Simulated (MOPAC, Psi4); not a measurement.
Conformational energy of SMILES c1cccc(c1)-c1cc(ccc1)Cl. Scanned: dihedral C5–C6–C7–C8; all other coordinates were relaxed at GFN2-xTB. Points at φ and −φ are mirror images. Heavy atoms are numbered in the order of the SMILES Clc1cccc(-c2ccccc2)c1, hydrogens after them in the order of the atoms that carry them; the mirror image has the same energies with the sign of each dihedral reversed.

AM1, restricted, heats of formation // GFN2-xTB (MOPAC); PBE/def2-SVP // GFN2-xTB (Psi4); PBE-D3(BJ)/def2-SVP // GFN2-xTB (Psi4).

Energies in mEh, each method relative to its own lowest point.

| φ / ° | AM1 | PBE/def2-SVP | PBE-D3(BJ)/def2-SVP |
|---|---|---|---|
| -160 | 1.6 | 0.6 | 0.5 |
| -140 | 0.0 | 0.0 | 0.0 |
| -120 | 0.7 | 1.7 | 1.8 |
| -100 | 1.6 | 3.9 | 4.1 |
| -80 | 1.6 | 3.9 | 4.1 |
| -60 | 0.7 | 1.7 | 1.8 |
| -40 | 0.0 | 0.0 | 0.0 |
| -20 | 1.6 | 0.6 | 0.6 |
| 0 | 3.8 | 1.6 | 1.6 |
| 20 | 1.6 | 0.6 | 0.6 |
| 40 | 0.0 | 0.0 | 0.0 |
| 60 | 0.7 | 1.7 | 1.8 |
| 80 | 1.6 | 3.9 | 4.1 |
| 100 | 1.6 | 3.9 | 4.1 |
| 120 | 0.7 | 1.7 | 1.8 |
| 140 | 0.0 | 0.0 | 0.0 |
| 160 | 1.6 | 0.6 | 0.5 |
| 180 | 3.8 | 1.6 | 1.6 |
